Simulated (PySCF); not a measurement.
# Polarisability and C₆ of Se⁺ (selenium, charge +1)

[Ar] 3d10 4s1 4p3 5s1, high-spin 6S determinant (an excited configuration). Computed with PySCF 2.14 in aug-cc-pVQZ-PP with one added diffuse shell each of s, p, d, f, g type with ECP10MDF (8s7p6d4f3g, 114 functions), with scalar relativity through the core potential. Coupled (time-dependent) response in atomic units; α is the mean over directions.

```csv
method,mean α (bohr³),C₆ (like pair),S(−4)
UHF,182.8,2195,26770
PBE,144.5,1570,16690
PBE0,157.8,1774,20000
```

S(−4) is the Cauchy moment in α(ω) = α(0) + S(−4) ω² + …

α(iu) at PBE:

```
u (hartree)  α(iu) (bohr³)
          0          144.5
     0.0500          112.6
      0.100          69.54
      0.200          31.02
      0.300          18.51
      0.500          9.803
      0.750          5.773
       1.00          3.836
       1.50          2.067
       2.00          1.311
       3.00         0.6849
       5.00         0.2989
```

A single London oscillator, α(iu) = α/(1 + u²/ω²), gives C₆ = (3/4) ω α². Matching the computed C₆ needs ω = 4 × 1570 / (3 × 144.5²) = 0.100 hartree.

For an ion, C₆ is the dispersion term alone; charge-induced terms of lower order in 1/R come first.

Energies and moments cover only the electrons outside the core potential. The outer electron is Rydberg-like, and this basis confines it to a smaller radius and binds it less than a complete one would.
